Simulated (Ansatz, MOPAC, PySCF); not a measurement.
Isomers of C2H6N2. Gas-phase values, no solvent. One relaxed conformer stands for each flexible species; it need not be the lowest. Strings in code marks are SMILES.

Quantity: vertical ionisation energy (energy after one electron is removed minus that of the parent at the parent's geometry), in eV.

Level 1: frozen-core MP2/cc-pVTZ // B3LYP-D3(BJ)/def2-TZVP (Ansatz, an electronic-structure program)
Level 2: PBE/6-31G* // B3LYP-D3(BJ)/def2-TZVP (PySCF)
Level 3: minus the HOMO energy of HF/6-31G* // B3LYP-D3(BJ)/def2-TZVP (PySCF)
Level 4: minus the HOMO energy of PM6 // B3LYP-D3(BJ)/def2-TZVP (MOPAC)

```
species    level 1  level 2  level 3  level 4
---------  -------  -------  -------  -------
`C=C(N)N`     8.09     7.46     8.08     8.76
```
